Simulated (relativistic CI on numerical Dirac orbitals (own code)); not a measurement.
## L2,3 absorption of nickel in several valence states

Computed multiplet spectra 2p⁶3dⁿ → 2p⁵3dⁿ⁺¹ (Dirac-Coulomb-Breit ions, Slater integrals scaled by 0.8, an assumed crystal field that grows with the charge, no charge transfer; 300 K; Lorentzian 0.4 eV and Gaussian 0.3 eV FWHM at both edges, so that L2 comes out sharper than in experiment). Peaks over 5 % are given in eV from the highest peak in the L3 region of each spectrum (height, largest 100). S of the lowest state is read from ⟨S²⟩, and the branching ratio is the share of L3, cut at the minimum between the edges.

Field parameters in Wybourne normalisation: Oh B⁴₀ = 21Dq, B⁴₄ = √(5/14) B⁴₀. The field is a parameter set, without covalency.

- Ni2+ (d8, Oh, 10Dq = 15300 cm⁻¹): S = 1.00, branching ratio 0.73; peaks 0.0 (100), 2.1 (23), 17.3 (25), 18.4 (24)
- Ni4+ (d6, Oh, 10Dq = 24200 cm⁻¹): S = 0.04, low spin, branching ratio 0.67; peaks -2.7 (7), 0.0 (100), 1.9 (15), 2.8 (31), 3.9 (5), 16.5 (49), 18.8 (12), 19.2 (12)

Q: What spin state follows for Ni3+ in Oh, 10Dq = 19750 cm⁻¹, and does its branching ratio lie nearer 2/3 or nearer 0.8?

A: Ni3+ (d7, Oh, 10Dq = 19750 cm⁻¹): S = 1.50, high spin, branching ratio 0.82; peaks -4.5 (68), -3.4 (22), -2.1 (75), -1.6 (87), 0.0 (100), 1.6 (15), 3.0 (8), 15.9 (20), 16.9 (21), 17.8 (23), 19.2 (7). High-spin states, above all those with an unquenched orbital moment, raise the ratio above the statistical 2/3; low spin and nearly empty shells keep it near or below 2/3.

The centroid of the whole edge, which also moves with the branching ratio, lies at 860.6 (Ni2+), 861.1 (Ni3+), 867.4 (Ni4+) eV in this ionic model, in steps of 0.5 to 6.3 eV. Compounds show about 1 to 2 eV a unit and lower energies for the high valences, since ligands screen the charge. The multiplet shape follows the d count and the spin state, and so serves as a fingerprint of valence. Real compounds of Ni3+ are mostly low spin, since covalency shrinks the Slater integrals more than this scale does.
